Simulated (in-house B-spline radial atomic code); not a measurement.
**LDA VWN5 excitations of Ar6+**

Method: LDA VWN5. Computed with an all-electron radial atomic-structure program (B-spline basis): linear response of the closed shell [Ne] 3s2 with the functional's adiabatic kernel; non-relativistic, point nucleus, no spin-orbit coupling, no double excitations, S, P, D and F terms only.

Command:
```bash
python run_td.py task.json out
```
Settings (radii: box in bohr, nucleus in fm):
```
Z                        18
electrons                12
configuration            [Ne] 3s2
hamiltonian              nr
method                   lda,vwn
box_radius               14.35
intervals                51
```

Run time, properties included: 0.2 s on 1 thread of Arm Neoverse N1, with other jobs on the host.

The lowest states, in the order of their Tamm-Dancoff energies; the method's threshold (minus the highest occupied level) is 115.77 eV. Labels give the largest channel, * marks a mixed state, and oscillator strengths are full-response dipole values. Semilocal kernels can invert the small singlet-triplet splittings of Rydberg terms. Energies in eV:

| state | full response | Tamm-Dancoff | oscillator strength |
| --- | --- | --- | --- |
| 3s → 3p 3P | 13.748 | 13.963 | - |
| 3s → 3p 1P | 21.002 | 21.843 | 1.13 |
| 3s → 3d 3D | 37.90 | 37.97 | - |
| 3s → 3d 1D | 40.86 | 40.87 | - |
| 3s → 4s 3S | ? | ? | - |
| 3s → 4s 1S | ? | ? | - |
| 3s → 4p 3P | 69.10 | 69.11 | - |
| 3s → 4p 1P | 69.40 | 69.43 | 0.207 |
| 3s → 4d 3D | 77.36 | 77.37 | - |
| 3s → 4d 1D | 77.37 | 77.37 | - |

Problem. Where does 3s → 4s 3S lie?

Solution. At 63.24 eV in full response, 63.25 eV in Tamm-Dancoff.

Problem. Where does 3s → 4s 1S lie?

Solution. At 64.53 eV in full response, 64.56 eV in Tamm-Dancoff.

Problem. How large is the singlet-triplet splitting of 3s → 3p (P terms) in Tamm-Dancoff?

Solution. 7.88 eV, from the unrounded values.

Problem. What polarisabilities and dispersion coefficient does the method give?

Solution. Dipole 1.996 bohr³, quadrupole 1.757 bohr⁵, C6 2.487 hartree·bohr⁶ for two such species.
